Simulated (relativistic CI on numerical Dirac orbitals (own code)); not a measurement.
## Radial parameters of Ni24+

These numbers are calculated, not measured: Dirac-Coulomb-Breit CI, separate exchange-only KLI orbitals for each configuration, QED by a radiative potential, unscaled Slater integrals (own radial code, finite nucleus).

Slater integrals F^k, G^k are unscaled and averaged over j, outside the closed core 1s2; ζ comes from projecting the Hamiltonian with its Breit term on Σ l·s of the shell.

- 2s 2p: G^1(2s,2p) = 527880, ζ(2p) = 114670 cm⁻¹; <r>(2s) = 0.2233, <r^2>(2s) = 0.05835, <r>(2p) = 0.1912, <r^2>(2p) = 0.04406 (bohr units).
- 2p2: F^2(2p,2p) = 499620, ζ(2p) = 113640 cm⁻¹; <r>(2p) = 0.1916, <r^2>(2p) = 0.04428 (bohr units).
- 2p 3s: ζ(2p) = 117340, G^1(2p,3s) = 53358 cm⁻¹; <r>(2p) = 0.1899, <r^2>(2p) = 0.0435, <r>(3s) = 0.5155, <r^2>(3s) = 0.3019 (bohr units).

Averages of the first 10 configurations, taken without configuration mixing, which lowers the lowest level and can move excited configurations by several eV; other configurations of the list can lie among them:

| Configuration | Parity | States | Average energy above the lowest level (eV) |
| --- | --- | --- | --- |
| 2s2 | even | 1 | 7.8 |
| 2s 2p | odd | 12 | 72.1 |
| 2p2 | even | 15 | 157.8 |
| 2p 3s | odd | 12 | 1373.5 |
| 2p 3p | even | 36 | 1396.1 |
| 2s 3s | even | 4 | 1302.6 |
| 2s 3p | odd | 12 | 1326.8 |
| 2s 3d | even | 20 | 1343.1 |
| 2s 4s | even | 4 | 1744.6 |
| 2s 4p | odd | 12 | 1754.5 |
